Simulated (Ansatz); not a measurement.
Job for Ansatz (a program for electronic structure): R-SVWN5/def2-TZVPP on CH3FSn (SMILES [CH3][Sn][F]), a point of a torsion scan. Elements past Kr take the def2 small-core potentials; no spin–orbit coupling.

Ansatz 0.2 input:
```yaml
crystal:
  periodic: [false, false, false]
  atoms:
    - {symbol: C, position_ang: [-0.67595678, 0.00978340, -0.00466399]}
    - {symbol: Sn, position_ang: [1.34574403, 1.04229865, -0.07142790]}
    - {symbol: F, position_ang: [1.79906879, 0.64663561, 1.90224723]}
    - {symbol: H, position_ang: [-0.84602848, -0.39116193, 0.99685183]}
    - {symbol: H, position_ang: [-1.49957491, 0.69247136, -0.23493677]}
    - {symbol: H, position_ang: [-0.74168163, -0.82209876, -0.71253356]}
basis:
  gaussian:
    orbitals: def2-TZVPP
hamiltonian:
  xc: {name: SVWN5}
scf: {lower_state_search: off}
```

The log:

```
WARN ansatz: RAYON_NUM_THREADS=1 ignored (pool sized by the plan → 1); use --threads N
Functional definition: SVWN5
these checks for a lower state are left out or cut short: stability, starts, cluster_reference, orbital_swaps, neighbouring_geometries, increment
integrals: 0.05 GiB planned
901 factors; their error is unknown
mean field: 0.45 GiB planned
mean field evaluation 1: about -9585.4623 eV, gradient 8.2e1 eV
mean field evaluation 2: about -9463.9199 eV, gradient 2.3e2 eV
mean field evaluation 4: about -9599.1702 eV, gradient 2.2e1 eV
mean field evaluation 8: about -9600.1457 eV, gradient 9.5e-2 eV
mean field evaluation 16: about -9600.1375 eV, gradient 1.5e-4 eV
mean field -9600.13753989 eV, -352.7985473839 hartree, gradient 7.5e-7 eV, S^2 0.000000; 0 other end points of the search recorded, 0 dependent functions left out
reference -9600.13757701 eV, -352.7985487483 hartree; 20, 20 occupied and 134, 134 virtual orbitals, 901 factors
Total energy: -9600.13757701 eV, -352.7985487483 hartree
Checks for a lower state left out: stability, starts, cluster_reference, orbital_swaps, neighbouring_geometries, increment
```

The calculation finished and met its thresholds.

Cost: very roughly 0.9 core-seconds.
